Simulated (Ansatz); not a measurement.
Program: Ansatz. Geometries: PBE0-D4/def2-TZVP. ΔE: electronic, gas phase. CCSD(T)/CBS adds triple-zeta CCSD(T) − MP2 to the extrapolated MP2 energy (def2 sets, frozen cores). This one scheme is used for every species. DFT in def2-TZVPP. HSE06 is defined as in plane-wave codes. For Ga outer-core shells are correlated without core-valence functions, which leaves a few kJ/mol of doubt a bond. Scalar relativity is left out up to krypton. Each species was taken in one conformer, which may not be the lowest.

Reaction (ligand exchange at a B–O bond): `B[O][GaH2]` + `N=C=N` → `BN=C=N` + `[OH][GaH2]`

```
             level  ΔE (kcal/mol)  difference from CCSD(T)/CBS
        r2SCAN0-D4            3.9                         -0.4
          PBE-QIDH            4.2                         -0.1
            revPBE            2.4                         -1.9
            r2SCAN            3.4                         -0.9
              PBE0            3.1                         -1.2
             HSE06            3.0                         -1.3
           LC-ωPBE            4.5                          0.2
      MP2/def2-SVP            5.5                          1.2
SCS-MP2/def2-TZVPP            5.2                          0.9
    CCSD/CBS(def2)            4.6                          0.3
       CCSD(T)/CBS            4.3                            0
```

Q: What do rigid-rotor, harmonic-oscillator terms from PBE0-D4/def2-TZVP frequencies (298.15 K, 1 bar) make of the CCSD(T)/CBS value? (Best estimate.)

A: Ansatz gave: ΔZPE = +0.5 kcal/mol, ΔH = +4.6 kcal/mol, ΔS = -6 J/(mol·K), ΔG = +5.0 kcal/mol.

Largest T1 diagnostic among the species: 0.017.

From PBE to PBE0 (25 % exact exchange), in def2-TZVPP and without D4, ΔE moves by +0.9 kcal/mol. In def2-TZVPP, CCSD(T) changes the Hartree–Fock value by −1.7 kcal/mol (the triples alone add −0.3 kcal/mol) and MP2 by −2.8 kcal/mol. Leaving LDA and LC-ωPBE aside and taking each functional with its dispersion term where it has one, the values, not all of them listed here, spread over 2.8 kcal/mol, from PBE-D4 to ωB97X-V.
